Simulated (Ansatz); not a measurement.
Ansatz (a program for electronic structure) input:

Ansatz 0.2 input:
```yaml
crystal:
  periodic: [false, false, false]
  atoms:
    - {symbol: La, position_ang: [0.34055592, -0.02857962, 0.43619663]}
    - {symbol: Cl, position_ang: [1.01902049, 0.40484460, -1.94922328]}
    - {symbol: Cl, position_ang: [-2.16088446, -0.30901882, 0.48668164]}
basis:
  gaussian:
    orbitals: def2-TZVP
hamiltonian:
  xc: {name: r2SCAN}
total_charge: 1
relax: {f_tol: 0.003, max_steps: 100}
```

Problem. What final total energy does it print?

Solution. -951.88499 Eh (r2SCAN/def2-TZVP). The basis has 114 functions. The run takes roughly 29 core-seconds.
